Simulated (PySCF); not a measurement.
Compound: C2H6O2Si.
Structure used (PBE0-D3(BJ)/def2-SVP), in Å, numbered top down from 1:
```xyz
11
C2H6O2Si angstrom
C     -2.0222   -0.1037    0.2168
O     -0.6831   -0.3925   -0.1640
C      0.2722    0.2810    0.4911
O      0.0404    1.0825    1.3584
Si     2.0422   -0.1306   -0.1531
H     -2.6631   -0.7286   -0.4153
H     -2.2515    0.9607    0.0611
H     -2.1851   -0.3402    1.2786
H      2.9782   -0.0313    1.0003
H      2.3884    0.8975   -1.1777
H      2.0945   -1.4894   -0.7631
```

Jobs on this species (11 atoms, 48 electrons) with PySCF (density fitting). Hardware of each: one thread, Arm Neoverse V2 (aarch64) (shared host). Times come from a shared host and carry two figures at best. Peak memory is the resident size of the whole Python process, interpreter and libraries included.

```csv
level and settings,work,basis functions,SCF cycles,wall time,peak memory
PBE0/pcSseg-1,"shieldings, charges and field gradients, density and orbital grids written",122,?,?,?
"PBE0-D3(BJ)/def2-SVP, grid level 1",geometry optimisation from a GFN2-xTB start,104,91,43 s,0.41 GiB
"delta-SCF UKS SCAN, pcX-2 on the ionised atom, pcseg-1 elsewhere, spin-free X2C","ΔSCF core ionisation, 6 holes",146,98,36 s,0.50 GiB
KT2/pcSseg-2,shieldings,271,16,36 s,0.82 GiB
PBE0/def2-SVPD,"10 singlets by full TDDFT, 4 Tamm–Dancoff triplets, polarisability, ΔSCF ions, density and orbital grids written",158,14,59 s,0.70 GiB
```

**Question.** Fill in the missing figures.

**Answer.** 
- PBE0/pcSseg-1; shieldings, charges and field gradients, density and orbital grids written: 11 s, 0.59 GiB, 14 SCF cycles

**Question.** What do all jobs in the table cost together?

**Answer.** About 3.1 min; the longest takes about 32 % of that, and about 5.4 times as long as the shortest.
